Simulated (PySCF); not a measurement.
**Run times: iron in def2-TZVP**

Measured wall times of calculations with PySCF 2.14 in def2-TZVP, with no relativity, point nucleus, run from one Python driver. Hardware: 1 thread of Neoverse-V2 on a shared host, 1.3 GiB allowed. The two-electron integrals over 45 functions were computed once and kept in memory (0.11 CPU seconds with the set-up); the times below exclude them. Kohn-Sham runs start from converged Hartree-Fock orbitals.

Launch command (the driver calls PySCF for each step listed in the task file):

```bash
OMP_NUM_THREADS=1 python atomrun2.py TASK.json OUT
```

```
         species               step  iterations  wall time (s)
 Fe [Ar] 3d6 4s2                UHF           9           0.19
 Fe [Ar] 3d6 4s2             r2SCAN          13            2.9
 Fe [Ar] 3d6 4s2              M06-L          21            4.6
 Fe [Ar] 3d6 4s2  MP2 (8 electrons)                       0.03
Fe⁺ [Ar] 3d6 4s1                UHF           7           0.15
Fe⁺ [Ar] 3d6 4s1             r2SCAN           6            1.5
Fe⁺ [Ar] 3d6 4s1              M06-L           7            1.7
Fe⁺ [Ar] 3d6 4s1  MP2 (7 electrons)                       0.03
```

Peak memory of the process: 0.22 GiB. Times on a shared host vary from run to run.
